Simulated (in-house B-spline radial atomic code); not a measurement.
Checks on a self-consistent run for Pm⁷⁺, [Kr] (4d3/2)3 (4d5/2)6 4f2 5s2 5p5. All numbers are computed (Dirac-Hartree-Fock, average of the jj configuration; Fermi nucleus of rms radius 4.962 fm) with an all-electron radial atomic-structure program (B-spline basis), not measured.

| orbital | q | ε (Eh) | <1/r> | <r²> | small-component weight |
| --- | --- | --- | --- | --- | --- |
| 1s1/2 | 2 | -1674.82064 | 67.4186 | 0.000731524 | 0.05131 |
| 2s1/2 | 2 | -280.43427 | 16.0093 | 0.0114817 | 0.011267 |
| 2p1/2 | 2 | -265.10763 | 15.9484 | 0.00841081 | 0.011265 |
| 2p3/2 | 4 | -244.48824 | 14.2861 | 0.00965232 | 0.010523 |
| 3s1/2 | 2 | -66.68073 | 5.83098 | 0.0767905 | 0.0035383 |
| 3p1/2 | 2 | -60.09525 | 5.73303 | 0.0721118 | 0.003466 |
| 3p3/2 | 4 | -55.85909 | 5.31929 | 0.0792257 | 0.0032662 |
| 3d3/2 | 4 | -44.54536 | 5.1698 | 0.0642847 | 0.0031188 |
| 3d5/2 | 6 | -43.67519 | 5.07198 | 0.0660337 | 0.0030671 |
| 4s1/2 | 2 | -17.60303 | 2.4361 | 0.385323 | 0.0011131 |
| 4p1/2 | 2 | -14.90499 | 2.33015 | 0.40795 | 0.001041 |
| 4p3/2 | 4 | -14.03958 | 2.20263 | 0.442401 | 0.00098259 |
| 4d3/2 | 3 | -9.65333 | 2.00302 | 0.50182 | 0.00084036 |
| 4d5/2 | 6 | -9.48904 | 1.966 | 0.514971 | 0.0008181 |
| 4f5/2 | 0.85714 | -4.64760 | 1.60278 | 0.694493 | 0.00056371 |
| 4f7/2 | 1.1429 | -4.69365 | 1.59769 | 0.694098 | 0.00056122 |
| 5s1/2 | 2 | -5.41217 | 1.03218 | 1.85891 | 0.00029412 |
| 5p1/2 | 1.6667 | -4.50845 | 0.95953 | 2.13301 | 0.00026322 |
| 5p3/2 | 3.3333 | -4.31884 | 0.918632 | 2.28721 | 0.00024903 |

Electron-electron repulsion V_ee = 3420.6143 hartree.

Problem. What total energy follows from the eigenvalues?

Solution. The eigenvalues count the repulsion twice, so E = Σqε - V_ee = -6585.050 - 3420.614 = -10005.664 hartree; the run printed -10005.664.

Problem. Does the Dirac virial theorem hold?

Solution. For a point nucleus E = -2c²Σq·w, with w the small-component weight. Here Σq·w = 0.26638 and c = 137.0360, so the ratio E/(-2c²Σq·w) is 1.000105; the finite nucleus accounts for the departure from 1.

Problem. What diamagnetic shielding (Lamb formula) and susceptibility (Langevin formula) do the radii give?

Solution. σ = (α²/3)Σq<1/r> = 397.487/(3·137.036²) = 7055.6 ppm, and χ = -0.79199×10⁻⁶·Σq<r²> = -20.26×10⁻⁶ cm³/mol with Σq<r²> = 25.585 bohr². Both are non-relativistic formulas without the paramagnetism of open shells; for so heavy an element the full relativistic shielding is larger by tens of per cent.
